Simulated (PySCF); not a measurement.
**Electron correlation in I⁺ (iodine, charge +1)**

[Kr] 4d10 5s2 5p3 6s1, high-spin 5S determinant (an excited configuration). Calculation: PySCF 2.14, in aug-cc-pwCVTZ-DK3 (10s9p7d4f1g, 109 functions); the spin-free X2C one-electron Hamiltonian (Gaussian nucleus). Frozen: [Kr] 4d10; 6 electrons correlated.

```csv
level,correlation energy (mhartree)
CCSD,-95.69
(T),-3.50
CCSD(T),-99.19
```

Diagnostics: T1 = 0.011, D1 = 0.0364, largest double amplitude 0.040.

The outer electron is Rydberg-like, and this basis confines it to a smaller radius and binds it less than a complete one would.

Cost of the coupled-cluster step: about 21 core-seconds, for 6 correlated electrons.

Iterations:

```
CC2 = 0
CCSD nocc = (np.int64(5), np.int64(1)), nmo = (86, 86)
frozen orbitals [[0, 1, 2, 3, 4, 5, 6, 7, 8, 9, 10, 11, 12, 13, 14, 15, 16, 17, 18, 19, 20, 21, 22], [0, 1, 2, 3, 4, 5, 6, 7, 8, 9, 10, 11, 12, 13, 14, 15, 16, 17, 18, 19, 20, 21, 22]]
max_cycle = 100
direct = 0
conv_tol = 1e-08
conv_tol_normt = 1e-06
diis_space = 8
diis_start_cycle = 0
Init t2, MP2 energy = -0.0834317859711166
Init E_corr(UCCSD) = -0.0834317860119311
cycle = 1  E_corr(UCCSD) = -0.0931390308910228  dE = -0.00970724488  norm(t1,t2) = 0.0376967
cycle = 2  E_corr(UCCSD) = -0.0950194200062733  dE = -0.00188038912  norm(t1,t2) = 0.0113929
cycle = 3  E_corr(UCCSD) = -0.0957432670782217  dE = -0.000723847072  norm(t1,t2) = 0.00431702
cycle = 4  E_corr(UCCSD) = -0.0956968089929195  dE = 4.64580853e-05  norm(t1,t2) = 0.000403755
cycle = 5  E_corr(UCCSD) = -0.0956942819210816  dE = 2.52707184e-06  norm(t1,t2) = 5.32689e-05
cycle = 6  E_corr(UCCSD) = -0.0956941159543337  dE = 1.65966748e-07  norm(t1,t2) = 9.78821e-06
cycle = 7  E_corr(UCCSD) = -0.0956940713686633  dE = 4.45856704e-08  norm(t1,t2) = 2.15811e-06
cycle = 8  E_corr(UCCSD) = -0.0956940732533159  dE = -1.88465257e-09  norm(t1,t2) = 2.87657e-07
UCCSD converged
E(UCCSD) = -7111.82763946413  E_corr = -0.0956940732533159
UCCSD(T) correction = -0.0035047114169719
```
